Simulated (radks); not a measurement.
Results of a calculation; reference values are marked as such.
As III, 31 electrons, occupied as [Ar] 3d10 4s2 4p1.

Code: a radial shooting solver on a logarithmic mesh with Libxc functionals. Model: Dirac Kohn-Sham, PBE, spin-unpolarised, spherical densities, finite nucleus; open shells fill j = l - 1/2 first; Fermi nuclear charge, rms radius 4.0968 fm.

Energy parts (eV):
part                       energy
total                  -61495.769
kinetic                 62884.487
electron-nucleus      -147795.915
Hartree                 25677.949
exchange-correlation    -2262.290

Orbitals (lengths in bohr, moments of r in powers of bohr):
orbital,occ.,eigenvalue (eV),<1/r>,<r^4>
1s1/2,2,-11737.26,33.47,0.00001999
2s1/2,2,-1507.465,7.416,0.004067
2p1/2,2,-1349.104,7.380,0.002836
2p3/2,4,-1312.537,7.165,0.003041
3s1/2,2,-211.4979,2.395,0.2730
3p1/2,2,-158.2845,2.271,0.3291
3p3/2,4,-153.2596,2.219,0.3523
3d3/2,4,-62.2710,1.920,0.7502
3d5/2,6,-61.5398,1.906,0.7714
4s1/2,2,-33.3878,0.7285,21.52
4p1/2,1,-22.8909,0.6114,43.29
4p3/2,0,-22.4904,0.6016,45.68

The highest occupied level is 4p1/2 at -22.891 eV. The density falls to 0.001 e/bohr^3 at r = 3.56 bohr. The electron density at the nucleus is 3.557e+04 e/bohr^3.
